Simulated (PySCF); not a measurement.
C8H9O (doublet state).
Z-matrix (Å and degrees, GFN2-xTB geometry), rows numbered from 1:
```
C 
C   1  1.5138
O   2  1.2242  1  121.01
C   2  1.4549  1  118.11  3  -179.98
C   4  1.3824  2  124.42  1    -0.02
C   5  1.3839  4  121.79  2  -179.95
C   6  1.4138  5  120.56  4    -0.00
C   7  1.3504  6  120.83  5    -0.01
C   8  1.4813  7  122.19  6    -0.01
H   1  1.0869  2  108.86  3    -0.07
H   1  1.0878  2  110.37  3   119.69
H   1  1.0878  2  110.38  3  -119.84
H   5  1.0797  4  119.76  2     0.02
H   6  1.0787  5  119.99  4  -179.99
H   7  1.0803  6  118.68  5   179.98
H   8  1.0803  7  121.03  6   179.97
H   9  1.1008  4  109.06  2   -56.24
H   9  1.1008  4  109.08  2    56.05
```

The hyperfine couplings belong to this conformer and change with its torsions.

Identity: `CC(=O)C1=C[CH]C=CC1` [radical].

Theory: UKS B3LYP, pcH-1 on C H O, non-relativistic, mean-field spin-orbit, GIAO in PySCF. One conformer (not necessarily the lowest) at the GFN2-xTB geometry, without solvent, vibrations or thermal averaging. The geometry wasn't refined by DFT: couplings that depend on bond lengths, twists or pyramidal angles can differ widely from those at the functional's own minimum. The SCF solution wasn't tested for stability. ⟨S²⟩ is 0.783 where a pure state has 0.75.

Problem. Match the computed a_iso(1H) values +144.9, -30.9, -23.3, +9.5, +7.5, +2.2 MHz (means over equivalent nuclei) with the sites H10/H11/H12; H13; H14; H15; H16; H17/H18.

Solution. 
```json
{"site": "H10/H11/H12", "a_iso (MHz)": "+2.2", "ρ(0) (bohr⁻³)": "+0.0005", "position": "3 bonds from C4", "distance from C6 (Å)": "4.63", "bound to": "C1", "spin population there": "0.00", "largest |T| (MHz)": "2.4"}
{"site": "H13", "a_iso (MHz)": "+9.5", "ρ(0) (bohr⁻³)": "+0.0021", "position": "2 bonds from C6, on C5 of spin population -0.20", "distance from C6 (Å)": "2.12", "bound to": "C5", "spin population there": "-0.20", "largest |T| (MHz)": "5.4"}
{"site": "H14", "a_iso (MHz)": "-30.9", "ρ(0) (bohr⁻³)": "-0.0069", "position": "1 bond from C6", "distance from C6 (Å)": "1.08", "bound to": "C6", "spin population there": "+0.48", "largest |T| (MHz)": "18.4"}
{"site": "H15", "a_iso (MHz)": "+7.5", "ρ(0) (bohr⁻³)": "+0.0017", "position": "2 bonds from C8, on C7 of spin population -0.17", "distance from C6 (Å)": "2.15", "bound to": "C7", "spin population there": "-0.17", "largest |T| (MHz)": "3.7"}
{"site": "H16", "a_iso (MHz)": "-23.3", "ρ(0) (bohr⁻³)": "-0.0052", "position": "1 bond from C8", "distance from C6 (Å)": "3.39", "bound to": "C8", "spin population there": "+0.36", "largest |T| (MHz)": "14.3"}
{"site": "H17/H18", "a_iso (MHz)": "+144.9", "ρ(0) (bohr⁻³)": "+0.0324", "position": "2 bonds from C8", "distance from C6 (Å)": "3.65", "bound to": "C9", "spin population there": "-0.08", "largest |T| (MHz)": "4.3"}
```

ρ(0) is the spin density at the nucleus and T the dipolar tensor; entries for several nuclei are means. The Mulliken spin populations are largest on C6 (+0.48), C4 (+0.42), C8 (+0.36) and C5 (-0.20). Three atoms exceed +0.15. Main spin sites, with 60 % or more of the largest population: C4, C6, C8; positions count bonds from the nearest.

Means are taken over nuclei equivalent by connectivity, which assumes that they swap fast.

C6, the radical centre as drawn in `CC(=O)C1=C[CH]C=CC1`, holds a spin population of +0.48 out of 1.
